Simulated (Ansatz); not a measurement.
C3H5 (SMILES [CH2]C=C), doublet, at a GFN2-xTB geometry. Base run: R2SCAN/6-31G** (Ansatz, a program for electronic structure).

Ansatz was given this input:
Ansatz 0.2 input:
```yaml
crystal:
  periodic: [false, false, false]
  atoms:
    - {symbol: C, position_ang: [1.21930413, -0.01255927, -0.15192021]}
    - {symbol: C, position_ang: [-0.05035630, 0.42088717, 0.13622292]}
    - {symbol: H, position_ang: [1.39641854, -1.02027681, -0.48494024]}
    - {symbol: H, position_ang: [2.07179450, 0.63423331, -0.05547914]}
    - {symbol: H, position_ang: [-0.17289208, 1.44506354, 0.46770440]}
    - {symbol: C, position_ang: [-1.17491144, -0.35848292, 0.03182994]}
    - {symbol: H, position_ang: [-2.15056839, 0.02417330, 0.26857681]}
    - {symbol: H, position_ang: [-1.10897088, -1.38226320, -0.29265777]}
basis:
  gaussian:
    orbitals: 6-31G__.json
hamiltonian:
  xc: r2scan
magnetization: {spin_polarized: true, initial_magnetization: 1}
```
The basis file holds 6-31G** in the JSON format of the Basis Set Exchange.

Variants of this job, named by their change:

| change | ΔE vs base (kcal/mol) |
|---|---|
| base | 0.000 |
| fitting.mean_field = cc-pVTZ-JKFIT | -0.026 |
| lower_state_search = off | 0.000 |
| lower_state_search = full | 0.000 |
| point_charge = charge:-1.0 position_ang:-2.1039, 4.4523, -1.4987 | -0.91 |
| final_grid = 10, 20, 41 | 0.020 |
| final_grid = 14, 28, 59 | 0.005 |
| fitting.mean_field = def2-universal-JKFIT | -0.035 |
| point_charge = charge:1.0 position_ang:-4.0312, 0.0192, -3.2468 | -1.93 |
| forces = on | 0.000 |
| point_charge = charge:0.5 position_ang:-0.6553, -4.3792, -2.734 | 0.133 |
